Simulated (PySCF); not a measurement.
This PySCF input asks for the NMR shieldings of SMILES CNB(N)C#CCSC, C$_{5}$H$_{11}$BN$_{2}$S; the geometry comes from GFN2-xTB.

```python
import basis_set_exchange as bse
import numpy as np
from pyscf import gto, dft
from pyscf.prop import nmr

atoms = """
C     3.167125    0.629853   -0.295852
N     2.626661   -0.684585   -0.061913
B     1.290471   -1.022093    0.206604
N     0.918212   -2.364692    0.410191
C     0.215631    0.061489    0.269873
C    -0.616459    0.932791    0.320144
C    -1.675360    1.905976    0.385594
S    -3.176832    1.222352    1.205053
C    -3.498033   -0.159182    0.075537
H     3.930486    0.883563    0.447970
H     3.623047    0.701831   -1.289829
H     2.362204    1.359075   -0.228791
H     3.325364   -1.410946   -0.101751
H     1.572005   -3.126676    0.399749
H    -0.018094   -2.646580    0.633263
H    -1.389539    2.766664    0.991771
H    -1.967620    2.238622   -0.613744
H    -4.304252   -0.742101    0.508141
H    -2.595788   -0.759878   -0.006380
H    -3.794375    0.225197   -0.897453
"""
names = dict.fromkeys(["C", "N", "B", "S", "H"], "pcSseg-1")
basis = {el: gto.basis.parse(bse.get_basis(n, elements=[el], fmt="nwchem")) for el, n in names.items()}
mol = gto.M(atom=atoms, basis=basis, charge=0, verbose=0)
mf = dft.RKS(mol, xc="PBE0")
mf.grids.level = 2
mf.grids.alignment = dft.numint.BLKSIZE   # the property module wants whole blocks of grid points
mf.conv_tol = 1e-9
mf.kernel()

calc = nmr.RKS(mf)   # GIAO
C = mf.mo_coeff
Co = C[:, mf.mo_occ > 0]
resp = mf.gen_response(singlet=True, hermi=2)
def vind(x):   # induced exchange potential for any number of trial vectors
    d = np.einsum("pi,xij,qj->xpq", C, 2 * x.reshape(-1, C.shape[1], Co.shape[1]), Co, optimize=True)
    return np.einsum("xpq,pi,qj->xij", resp(d - d.transpose(0, 2, 1)), C, Co, optimize=True).ravel()
mo1, _ = nmr.rhf.solve_mo1(calc, with_cphf=vind)
sigma = calc.kernel(mo1)
for i, s in enumerate(sigma):   # ppm
    print("%2d %-2s %9.2f" % (i, mol.atom_pure_symbol(i), np.trace(s) / 3))
```

**Question.** What are the results?

**Answer.** 
```
 0 C     152.73
 1 N     189.38
 2 B      82.19
 3 N     200.33
 4 C      92.73
 5 C      81.54
 6 C     159.27
 7 S     514.29
 8 C     167.96
 9 H      28.84
10 H      28.84
11 H      28.15
12 H      29.78
13 H      29.78
14 H      29.37
15 H      28.51
16 H      28.31
17 H      29.83
18 H      28.91
19 H      29.72
```

These numbers come from an equivalent density-fitted implementation of the same equations, which agrees with the script to about 0.01 ppm for H and up to a few tenths of a ppm for heavy atoms, so last digits may differ.

Size and cost of the density-fitted run: 215 basis functions, 35 s wall time on 1 thread of an Arm Neoverse V2, shared host; peak memory 1 GiB.
